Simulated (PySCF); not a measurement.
MoH₃, SMILES [MoH3] (connectivity only; charge and spin as stated), neutral, multiplicity 4.

Geometry optimised at B3LYP-D3(BJ)/def2-TZVPD. A frequency run showed that this geometry is not a minimum. The multiplicity is an assumed one; other spin states were not compared. The def2 effective core potentials stand for the cores of Mo; spin–orbit coupling is left out.

Level of theory: TDA-PBE/def2-TZVPD in PySCF 2.14.0.

Vertical excitations; the highest root listed may be one member of a degenerate set. The molecule is in vacuum.

Computed excitation energies, oscillator strengths and character:
| state | energy (eV) | λ (nm) | f | main pairs |
|---|---|---|---|---|
| root 1 | 1.92 | 646 | 0.007 | α HOMO→LUMO (degenerate set) |
| root 2 | 1.92 | 646 | 0.007 | α HOMO→LUMO+1 (degenerate set) |
| root 3 | 2.01 | 618 | 0.000 | α HOMO−2→LUMO+1 50 %, α HOMO−1→LUMO 50 % |
| root 4 | 2.01 | 617 | 0.008 | α HOMO−1→LUMO+1 49 %, α HOMO−2→LUMO 49 % |
| root 5 | 2.14 | 580 | 0.000 | α HOMO−2→LUMO, α HOMO−1→LUMO+1 (degenerate set) |
| root 6 | 2.14 | 580 | 0.000 | α HOMO−1→LUMO, α HOMO−2→LUMO+1 (degenerate set) |
| root 7 | 3.91 | 317 | 0.011 | α HOMO−1→LUMO+2 (degenerate set) |
| root 8 | 3.91 | 317 | 0.011 | α HOMO−2→LUMO+2 (degenerate set) |
| root 9 | 3.96 | 313 | 0.140 | α HOMO→LUMO+2 84 %, β HOMO−1→LUMO 7 %, β HOMO→LUMO+1 7 % |
| root 10 | 4.09 | 303 | 0.000 | α HOMO−3→LUMO+1 27 %, α HOMO−4→LUMO 27 %, β HOMO→LUMO+3 22 %, β HOMO−1→LUMO+4 22 % |
Unrestricted roots are not spin-pure.
